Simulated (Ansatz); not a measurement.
`C=N[SiH2]C` + HBr → `C[SiH2]Br` + `C=N` at 700 K and 1 bar (ligand exchange at the Si–N bond).

Computed with Ansatz on PBE0-D4/def2-TZVP structures; ΔE is electronic, products minus reactants. CCSD(T)/CBS is the MP2 limit (def2-TZVPP, def2-QZVPP) plus CCSD(T) − MP2 in def2-TZVPP, frozen cores. This one scheme is used for every species. For Br outer-core shells are correlated without core-valence functions, which leaves a few kJ/mol of doubt a bond. Scalar relativity is left out up to krypton. One conformer a species, not always the lowest.

```
     species  CCSD(T)/CBS energy (Eh)  H − E (kJ/mol)  S (J/(mol·K))
`C=N[SiH2]C`               -424.09492           294.3          431.7
         HBr              -2573.91920            36.5          223.7
 `C[SiH2]Br`              -2903.51417           201.6          395.7
       `C=N`                -94.52360           135.6          268.6
```

H − E and S are ideal-gas, rigid-rotor, harmonic terms from PBE0-D4/def2-TZVP, for one conformer and one mirror image of each species. 1 Eh = 2625.50 kJ/mol, R = 8.31446 J/(mol·K).

Question: By hand: ΔE, ΔH, ΔS and ΔG.

Answer: ΔE = (-2903.51417) + (-94.52360) − (-424.09492) − (-2573.91920) = -0.02365 Eh = -62.1 kJ/mol. Δ(H − E) = 201.6 + 135.6 − 294.3 − 36.5 = 6.4, so ΔH = -55.7 kJ/mol. ΔS = 395.7 + 268.6 − 431.7 − 223.7 = 8.9 J/(mol·K). ΔG = -55.7 − 700 × (8.9)/1000 = -61.9 kJ/mol.

Question: By hand: the equilibrium constant, and the temperature at which ΔG would vanish if ΔH and ΔS stayed fixed.

Answer: log₁₀ K = −ΔG/(RT ln 10) = 4.6. ΔH and −TΔS have one sign here, so there is no such temperature.

The number of gas molecules stays the same, so ΔS is small and ΔH decides. A doubt of 5 kJ/mol in ΔE shifts log₁₀ K by 0.4 here. Other conformers and mirror images would add mixing entropy, several J/(mol·K) or more a flexible species. These are equilibria of isolated gas molecules and say nothing of rates. Largest T1 diagnostic: 0.012 (customary marks: 0.02 for closed shells, 0.045 for open ones).

ΔS is within the doubt of such terms, so its sign, and with it that verdict, could turn.
